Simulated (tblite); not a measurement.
C8H9O (doublet state).
Numbering: `[CH2:1]=[CH:2][C:3]1=[C:4]([CH2:5][O:6])[CH2:7][CH:8]=[CH:9]1` (hydrogens: H10, H11 on C1; H12 on C2; H13, H14 on C5; H15, H16 on C7; H17 on C8; H18 on C9)
Bond orders are those of one Lewis drawing.

Computed with GFN2-xTB (tblite), gas phase: L-BFGS steps from a force-field or distance-geometry start until the largest atomic force falls under 0.01 eV/Å.

Step 53: E = -697.5289 eV
```
atom  x, y, z in Å  |  force x, y, z in eV/Å
C1      2.8256    0.6122   -0.3431   -0.019  -0.016   0.004
C2      1.7710   -0.1961   -0.2417   -0.018  -0.016   0.002
C3      0.4004    0.2381   -0.1276    0.019   0.038  -0.035
C4     -0.6882   -0.5552    0.1560    0.004  -0.007  -0.046
C5     -0.7548   -2.0326    0.3239    0.006   0.062   0.018
O6     -1.9139   -2.5744    0.6071   -0.043  -0.012   0.022
C7     -1.9070    0.2984    0.2486    0.021  -0.035  -0.001
C8     -1.3901    1.6571   -0.0663   -0.033  -0.015   0.009
C9     -0.0638    1.6015   -0.2716    0.005   0.023   0.045
H10     2.7289    1.6842   -0.3636    0.009  -0.017   0.011
H11     3.8269    0.2209   -0.3944   -0.002   0.011  -0.035
H12     1.9245   -1.2674   -0.2178    0.015  -0.011   0.018
H13    -0.3211   -2.4980   -0.6001    0.030  -0.001  -0.016
H14     0.0168   -2.3307    1.0790    0.024  -0.016   0.029
H15    -2.3359    0.2359    1.2528   -0.016   0.005  -0.027
H16    -2.6880   -0.0536   -0.4290    0.005   0.041  -0.006
H17    -2.0118    2.5328   -0.1076   -0.011  -0.021   0.005
H18     0.5718    2.4329   -0.5160    0.005  -0.013   0.003
```

Step 54: E = -697.5292 eV
```
atom  x, y, z in Å  |  force x, y, z in eV/Å
C1      2.8253    0.6117   -0.3431   -0.017  -0.012  -0.003
C2      1.7704   -0.1961   -0.2425   -0.015  -0.019   0.006
C3      0.4000    0.2383   -0.1284    0.021   0.033  -0.029
C4     -0.6884   -0.5552    0.1549    0.000  -0.009  -0.033
C5     -0.7551   -2.0323    0.3245    0.026   0.044  -0.002
O6     -1.9141   -2.5752    0.6046   -0.040  -0.007   0.021
C7     -1.9070    0.2984    0.2487    0.015  -0.031  -0.008
C8     -1.3903    1.6570   -0.0661   -0.027  -0.007   0.014
C9     -0.0640    1.6020   -0.2709    0.008   0.016   0.037
H10     2.7297    1.6835   -0.3636    0.004  -0.005   0.011
H11     3.8265    0.2209   -0.3959    0.005   0.003  -0.031
H12     1.9244   -1.2673   -0.2182    0.011  -0.013   0.016
H13    -0.3167   -2.4983   -0.5984    0.016   0.006   0.001
H14     0.0153   -2.3303    1.0815    0.018  -0.009   0.026
H15    -2.3365    0.2359    1.2526   -0.013   0.002  -0.024
H16    -2.6883   -0.0520   -0.4291    0.002   0.034  -0.010
H17    -2.0122    2.5324   -0.1070   -0.015  -0.015   0.005
H18     0.5723    2.4329   -0.5152    0.001  -0.011   0.004
```

Step 55: E = -697.5301 eV
```
atom  x, y, z in Å  |  force x, y, z in eV/Å
C1      2.8248    0.6088   -0.3439   -0.002   0.000  -0.033
C2      1.7679   -0.1963   -0.2464    0.003  -0.016   0.014
C3      0.3986    0.2405   -0.1320    0.016   0.006   0.002
C4     -0.6885   -0.5549    0.1508   -0.004  -0.011   0.009
C5     -0.7534   -2.0308    0.3264    0.037  -0.010   0.017
O6     -1.9155   -2.5774    0.5900    0.000   0.017   0.012
C7     -1.9068    0.2975    0.2484   -0.007  -0.001  -0.012
C8     -1.3926    1.6572   -0.0634    0.009   0.015   0.015
C9     -0.0660    1.6046   -0.2674    0.021  -0.003   0.007
H10     2.7338    1.6802   -0.3646   -0.010   0.025   0.014
H11     3.8248    0.2170   -0.4033    0.016  -0.014  -0.015
H12     1.9231   -1.2671   -0.2213   -0.008  -0.022   0.007
H13    -0.2973   -2.4989   -0.5868    0.004   0.001  -0.003
H14     0.0074   -2.3285    1.0969   -0.021   0.026  -0.008
H15    -2.3381    0.2353    1.2515   -0.009  -0.015  -0.024
H16    -2.6876   -0.0468   -0.4319   -0.019   0.008  -0.019
H17    -2.0153    2.5318   -0.1028   -0.019  -0.010   0.009
H18     0.5719    2.4340   -0.5118   -0.007   0.003   0.009
```

Step 56: E = -697.5304 eV
```
atom  x, y, z in Å  |  force x, y, z in eV/Å
C1      2.8247    0.6069   -0.3450    0.003   0.004  -0.041
C2      1.7672   -0.1973   -0.2479    0.008  -0.010   0.012
C3      0.3986    0.2415   -0.1332    0.013  -0.001   0.014
C4     -0.6882   -0.5543    0.1500    0.002  -0.004   0.011
C5     -0.7526   -2.0295    0.3274    0.054  -0.022  -0.024
O6     -1.9156   -2.5763    0.5831   -0.020   0.003   0.015
C7     -1.9066    0.2975    0.2480   -0.012   0.001  -0.020
C8     -1.3930    1.6577   -0.0616    0.010   0.010   0.013
C9     -0.0664    1.6058   -0.2664    0.015  -0.002   0.006
H10     2.7343    1.6784   -0.3651   -0.010   0.021   0.014
H11     3.8245    0.2146   -0.4070    0.012  -0.013  -0.010
H12     1.9212   -1.2684   -0.2234   -0.011  -0.016   0.005
H13    -0.2863   -2.4998   -0.5814   -0.015   0.014   0.018
H14     0.0018   -2.3256    1.1038   -0.006   0.027   0.008
H15    -2.3393    0.2341    1.2501   -0.011  -0.017  -0.015
H16    -2.6863   -0.0462   -0.4337   -0.021   0.007  -0.020
H17    -2.0175    2.5311   -0.0998   -0.011  -0.006   0.009
H18     0.5708    2.4360   -0.5095   -0.001   0.005   0.006
```

Q: Estimate the geometry and energy of step 57. (The exact step hangs on the optimiser's Hessian estimate; all steps are aligned on step 56, rigid shifts and turns removed.)

A: E = -697.5308 eV, largest force 0.045 eV/Å
```
atom  x, y, z in Å  |  force x, y, z in eV/Å
C1      2.8247    0.6045   -0.3471    0.012   0.007  -0.043
C2      1.7664   -0.1987   -0.2493    0.015   0.002   0.005
C3      0.3988    0.2430   -0.1345    0.004  -0.010   0.029
C4     -0.6874   -0.5534    0.1489    0.009   0.007   0.007
C5     -0.7501   -2.0281    0.3280    0.026  -0.018  -0.025
O6     -1.9154   -2.5742    0.5755   -0.027  -0.013   0.014
C7     -1.9063    0.2971    0.2469   -0.012   0.005  -0.019
C8     -1.3936    1.6586   -0.0589    0.014  -0.002   0.001
C9     -0.0669    1.6073   -0.2648    0.006   0.000   0.006
H10     2.7344    1.6765   -0.3655   -0.004   0.007   0.012
H11     3.8242    0.2108   -0.4119    0.002  -0.004  -0.005
H12     1.9190   -1.2703   -0.2255   -0.014  -0.005   0.003
H13    -0.2749   -2.5006   -0.5741   -0.015   0.009   0.004
H14    -0.0044   -2.3220    1.1123    0.012   0.027   0.023
H15    -2.3407    0.2322    1.2479   -0.016  -0.023  -0.010
H16    -2.6843   -0.0454   -0.4375   -0.022   0.006  -0.017
H17    -2.0209    2.5304   -0.0958    0.003  -0.006   0.009
H18     0.5689    2.4386   -0.5064    0.008   0.010   0.004
```

The energy changes by -0.0004 eV. The first-order estimate −F·Δx gives -0.0005 eV and the mean of the old and new forces, exact on a quadratic surface, -0.0004 eV. The step makes an angle of 78° with the force vector and moves no atom by more than 0.014 Å.

The cost below is that of the whole relaxation. Hardware: one thread of an Arm Neoverse V1, on a shared host. Cost: 0.73 s.
